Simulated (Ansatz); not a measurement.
`C[Se][SiH2]N` and `CS[SiH2]N` differ in one element.

Ansatz, PBE0-D4/def2-TZVP geometries, multiplicity 1. Each molecule was computed in one conformer, which needn't be the lowest.

Scalar relativity is left out up to krypton. Spin–orbit coupling is left out; it splits and shifts lone-pair levels of the heavy atoms by tenths of an eV.

```
                                          property  `C[Se][SiH2]N`
size of the dipole moment (ωB97M-V/def2-TZVPP) / D            2.40
             HOMO–LUMO gap (B3LYP/def2-TZVPP) / eV            6.09
             LUMO energy (ωB97M-V/def2-TZVPP) / eV            1.78
             HOMO energy (ωB97M-V/def2-TZVPP) / eV           -8.59
               LUMO energy (B3LYP/def2-TZVPP) / eV           -0.11
           HOMO–LUMO gap (ωB97M-V/def2-TZVPP) / eV           10.37
```

Problem. What does the change do to each property? (An estimate is asked.)

Solution. Computed: 
| property | `CS[SiH2]N` | shift |
| --- | --- | --- |
| size of the dipole moment (ωB97M-V/def2-TZVPP) / D | 2.43 | 0.03 |
| HOMO–LUMO gap (B3LYP/def2-TZVPP) / eV | 6.61 | 0.52 |
| LUMO energy (ωB97M-V/def2-TZVPP) / eV | 1.91 | 0.13 |
| HOMO energy (ωB97M-V/def2-TZVPP) / eV | -8.96 | -0.37 |
| LUMO energy (B3LYP/def2-TZVPP) / eV | 0.09 | 0.20 |
| HOMO–LUMO gap (ωB97M-V/def2-TZVPP) / eV | 10.86 | 0.49 |

With PBE0 the HOMO falls by 0.32 eV and the LUMO rises by 0.21 eV, so the gap widens by about 0.53 eV. PBE moves the HOMO by -0.24 eV and ωB97M-V by -0.37 eV. Dipoles are sizes alone; their direction can turn.

Positive LUMOs are unbound, so they and the gaps depend on the basis.

B3LYP here is the variant with VWN-RPA as its local correlation; programs differ in this.
